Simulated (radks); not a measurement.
These are the eigenvalues of the occupied orbitals of an atom or ion with whole-number occupations (eV). All-electron calculation, Dirac Kohn-Sham, RPBE, spin-unpolarised, spherical densities, finite nucleus; Fermi nuclear charge, rms radius of each element as measured or else 0.836 A^(1/3) + 0.57 fm. Program: a radial shooting solver on a logarithmic mesh with Libxc functionals.

| orbital | eigenvalue |
|---|---|
| 1s1/2 | -38740.76 |
| 2s1/2 | -6184.573 |
| 2p1/2 | -5833.632 |
| 2p3/2 | -5420.558 |
| 3s1/2 | -1341.293 |
| 3p1/2 | -1193.406 |
| 3p3/2 | -1112.878 |
| 3d3/2 | -854.0721 |
| 3d5/2 | -836.8446 |
| 4s1/2 | -289.4916 |
| 4p1/2 | -235.0626 |
| 4p3/2 | -217.9450 |
| 4d3/2 | -128.7402 |
| 4d5/2 | -125.7655 |
| 5s1/2 | -61.5569 |
| 5p1/2 | -46.5224 |
| 5p3/2 | -43.8883 |

Which element is it, and in what charge state? The configuration may be excited. Open shells, if any, fill j = l - 1/2 first.

Answer. Z = 57, lanthanum, charge +3: La3+ in [Xe]. The list shows which subshells hold electrons but not how many an open one holds; the 1s level, -1423.7 hartree, gives Z - s = 53.4 by -(Z - s)^2/2, which with screening and relativity narrows Z to a few neighbours, and the depths of the outer levels then fix element, charge and occupations together.
